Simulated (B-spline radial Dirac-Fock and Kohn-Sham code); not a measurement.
# Er⁺: eigenvalues, ΔSCF and the reference

System: erbium as Er⁺ in the configuration [Xe] 4f12 6p1 (not the ground configuration).

The density-functional columns are spherical, spin-unpolarised Dirac-Kohn-Sham results without Breit or QED terms: −ε is minus the orbital energy of the initial state and ΔSCF the difference of two total energies. The reference in the last column comes from relaxed Dirac-Fock hole states (ΔSCF) with Breit and QED corrections and a finite nucleus. All numbers are from a radial atomic solver, in eV; a selection of levels is shown. For the 1s level of heavy atoms much of the gap between ΔSCF and the reference is the Breit and QED part, -263.5 eV here; for other levels the error of the functional can be larger.

```
level   PBE −ε  PBE ΔSCF  Dirac-Fock
    K  57302.0   57796.2     57491.0
   L1   9628.0    9714.9      9766.2
   L2   9171.8    9284.0      9272.6
   L3   8255.0    8353.7      8366.2
   M1   2163.3    2186.6      2231.6
   M2   1962.9    1988.0      2016.7
   M3   1770.4    1793.3      1823.4
   M4   1427.3    1455.3      1460.5
   M5   1385.2    1412.4      1419.2
   N1    433.1     442.9       465.9
   N2    353.0     362.7       379.2
   N3    309.6     319.1       336.1
   N4    177.7     187.0       193.0
   N5    169.8     179.0       185.2
 N6,7    11.10     19.10       14.12
   O1    59.85     66.58       68.44
   O2    38.27     44.55       42.67
   O3    32.90     38.89       37.31
 P2,3     6.24      8.36        7.85
```

Values without a named source are computed, but for edge energies of neutral atoms, which are taken from tables.
